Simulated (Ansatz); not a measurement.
Mulliken charges of Cl2F2GeH3NSi (`F[Si](F)(Cl)[NH][GeH2][Cl]`) from PBE/def2-TZVPP in Ansatz (PBE0-D4/def2-TZVP geometry).

| atom | x (Å) | y (Å) | z (Å) | charge (e) |
| --- | --- | --- | --- | --- |
| F1 | -1.783 | -2.122 | -0.435 | -0.245 |
| Si2 | -0.794 | -1.281 | 0.463 | 0.709 |
| F3 | -0.097 | -2.345 | 1.398 | -0.246 |
| Cl4 | -1.884 | -0.003 | 1.584 | -0.184 |
| N5 | 0.330 | -0.426 | -0.454 | -0.311 |
| Ge6 | 0.628 | 1.381 | -0.546 | 0.357 |
| Cl7 | 1.726 | 2.021 | 1.192 | -0.283 |
| H8 | 1.051 | -0.977 | -0.900 | 0.145 |
| H9 | -0.703 | 2.127 | -0.541 | 0.039 |
| H10 | 1.524 | 1.626 | -1.761 | 0.019 |

Problem. By hand: the dipole of these point charges (1 e Å = 4.8032 D).

Solution. Σ q r = (0.031, 0.215, -0.777) e Å, of length 0.807 e Å = 3.88 D.

Problem. How does the dipole of the full density compare? (Best estimate.)

Solution. Ansatz gave: (0.137, 0.136, -0.488) e Å, 2.52 D; the point charges give 1.54 times that, at 13° from its direction.

Point charges leave out the atoms' own dipoles, such as those of lone pairs, and Mulliken's split depends on the basis, so the two needn't agree.
